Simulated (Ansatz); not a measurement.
Two spin states of ZrSi, each at its own minimum; 2S+1 = 1, 3, 5, 7 were tried, and our sources give no spin for the ground state. No spin–orbit coupling.

```tsv
level	energy of the multiplicity-5 state above the multiplicity-1 state (kcal/mol)
PBE/def2-TZVPP	-0.55
PBE0/def2-TZVPP	-6.23
wB97X-V/def2-TZVPP	-2.09
CCSD/def2-TZVPP	-3.50
CCSD(T)/def2-TZVPP	5.08
```

The rows run from -6.23 (PBE0/def2-TZVPP) to 5.08 kcal/mol (CCSD(T)/def2-TZVPP). The 3 functionals in def2-TZVPP without D3 or D4 span 5.68, from PBE0 to PBE.

Each state is the lowest solution found for its spin in def2 and cc sets. The singlet is a restricted closed-shell determinant, which can mix singlet states where a π or δ shell is part-filled.

Correlated levels freeze the inner cores; with def2 sets outer-core shells near the valence are correlated too.

Doubts at one or more of the structures used: a restricted determinant that unrestricted orbitals would lower (CCSD/def2-TZVPP, CCSD(T)/def2-TZVPP); T1 above 0.05 (CCSD/def2-TZVPP, CCSD(T)/def2-TZVPP).

The values were computed with Ansatz (Gaussian basis) for Hartree–Fock, density functionals and correlated methods. Each number belongs to the level named beside it. In def2 rows elements past Kr take small-core potentials, without spin–orbit coupling.

Ansatz is an electronic-structure program.
